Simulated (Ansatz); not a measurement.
Reaction (atomization): `C[SiH](C)[N]([GeH3])[SiH2]Cl` → 2 C• + Cl• + Ge• + 12 H• + N• + 2 Si•

Program: Ansatz. Geometries: PBE0-D4/def2-TZVP. ΔE: electronic, gas phase. CBS: MP2 limit from def2 TZ/QZ plus the TZ coupled-cluster correction, frozen cores. This one scheme is used for every species, atoms too. For atomizations the MP2-based limit and the directly extrapolated one differ by several kJ/mol either way, and by 10 to 25 for some Ge, Se and Sn compounds, so smaller differences from it don't rank the levels. Functionals use def2-TZVPP. B3LYP here is the variant with VWN-RPA as its local correlation; programs differ in this. No spin–orbit coupling; open shells (•) take unrestricted orbitals. Spin–orbit coupling would lower the free atoms: a little for C, Cl, Si; clearly for Ge. For Ge outer-core shells are correlated without core-valence functions, so the limit isn't a true one: a few kJ/mol of doubt a bond, and 10 to 20 or more in all where bonds break to atoms. Scalar relativity is left out up to krypton. Each species was taken in one conformer, which may not be the lowest.

(1) What is ΔE at CCSD(T)/CBS? (Best estimate.)

(2) What do these levels give: revPBE-D4, B3LYP-D4, ωB97X-V, revPBE, LC-ωPBE, CCSD(T)/def2-TZVPP? (An estimate is asked.)

Largest T1 diagnostic among the species: 0.012.

Answers

(1) Computed: +6541.5 kJ/mol.

(2) The calculation gave: revPBE-D4 6417.3, B3LYP-D4 6513.1, ωB97X-V 6567.1, revPBE 6258.5, LC-ωPBE 6460.9, CCSD(T)/def2-TZVPP 6382.2 kJ/mol.

At CCSD(T), def2-SVP lies −423.6 kJ/mol from the extrapolated value and def2-TZVPP −159.3 kJ/mol: correlation converges slowly with the basis, and small sets miss more of it in the bonded molecule than in its fragments. From r2SCAN to r2SCAN0 (25 % exact exchange), in def2-TZVPP and without D4, ΔE moves by −56.5 kJ/mol: exact exchange takes away binding that semilocal exchange gives to molecules. The D4 term adds +97.9 kJ/mol with B3LYP and +53.2 kJ/mol with PBE0; it sums over pairs of atoms, weighted by their polarisabilities, and B3LYP, whose exchange is more repulsive, gets the larger term.
